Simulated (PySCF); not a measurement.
C2H8Sn, SMILES [CH3][SnH2][CH3] (CAM-B3LYP/def2-SVP optimised geometry):

```
11

Sn     0.050    -1.282     0.000
C     -0.669     0.747     0.000
C     -0.669    -2.328     1.739
H     -0.494    -2.084    -1.417
H      1.767    -1.282     0.000
H     -0.298     1.282     0.885
H     -0.324     1.276    -0.899
H     -1.767     0.761     0.015
H     -0.315    -3.368     1.735
H     -0.308    -1.839     2.654
H     -1.768    -2.333     1.753
```

Method: CAM-B3LYP/def2-TZVP, def2 effective core potentials past Kr (PySCF).

Task: What are the frontier orbital energies and the dipole moment?

Result: HOMO-2 -9.96 eV, HOMO-1 -9.63 eV, HOMO -9.35 eV, LUMO 1.22 eV, LUMO+1 1.34 eV; dipole moment 0.72 D.

On the same geometry PBE/def2-TZVP, def2 effective core potentials past Kr run with PySCF gives HOMO-2 -7.33 eV, HOMO-1 -7.08 eV, HOMO -6.87 eV, LUMO -0.19 eV, LUMO+1 -0.18 eV; dipole moment 0.79 D.
